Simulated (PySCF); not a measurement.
# Gas-phase XPS of n-GeGeGeGeGeSiH14, computed

Compound: n-GeGeGeGeGeSiH14.
Z-matrix (Å and degrees, PBE0-D3(BJ)/def2-SVP geometry), rows numbered from 1:
```
Ge
Ge  1  2.4234
Ge  2  2.4241  1  108.27
Ge  3  2.4269  2  108.80  1    52.02
Ge  4  2.4317  3  110.63  2    49.13
Si  5  2.3828  4  113.47  3   -81.85
H   1  1.5411  2  109.64  3   -45.35
H   1  1.5395  2  111.95  3  -165.92
H   1  1.5406  2  109.53  3    73.04
H   2  1.5421  1  109.97  3   118.67
H   2  1.5419  1  110.14  3  -122.13
H   3  1.5425  2  110.72  1   172.09
H   3  1.5429  2  109.69  1   -68.35
H   4  1.5433  3  109.94  2   169.88
H   4  1.5422  3  109.55  2   -71.60
H   5  1.5434  4  108.86  3    40.30
H   5  1.5438  4  108.97  3   157.34
H   6  1.4944  5  110.86  4    66.74
H   6  1.4942  5  109.96  4   -53.86
H   6  1.4955  5  109.60  4  -173.53
```

The calculation used PySCF, delta-SCF UKS SCAN, pcX-2 on the ionised atom, pcseg-1 elsewhere, spin-free X2C. Vertical ΔSCF values, vacuum level as zero.

**Question.** Give the core binding energies atom by atom.

**Answer.** 
| atom(s) | environment | level | binding energy (eV) | 2p1/2 (eV) | count |
| --- | --- | --- | --- | --- | --- |
| Si6 | silicon bonded to Ge and 3 H | Si 1s | 1846.14 | – | 1 |
| Si6 | silicon bonded to Ge and 3 H | Si 2p3/2 | 106.44 | 107.06 | 1 |

**Question.** Which photon wavelength matches the Si 2p3/2 of Si6 threshold?

**Answer.** λ = hc/E = 12398.42 eV Å / 106.44 eV = 116.483 Å.

The 2p values aren't plain energy differences: one relaxed spin-free 2p hole is combined with a matrix within the shell (ground-state 2p orbital-energy differences and spin–orbit coupling). 2p3/2, the mean of its two sublevels, lies a third of the splitting below the shell's mean and 2p1/2 two thirds above it; the statistical areas are 2:1. 2p1/2 minus 2p3/2 (ligand field included): Si 0.62 eV. No level of germanium is listed. The structure is a single PBE0-D3(BJ)/def2-SVP conformer in the gas phase; no vibrational or solvent corrections.

On 2 threads of an AMD EPYC 7R43 (shared host), this took 21 s wall, 54 s CPU and 0.95 GiB of memory at its peak.
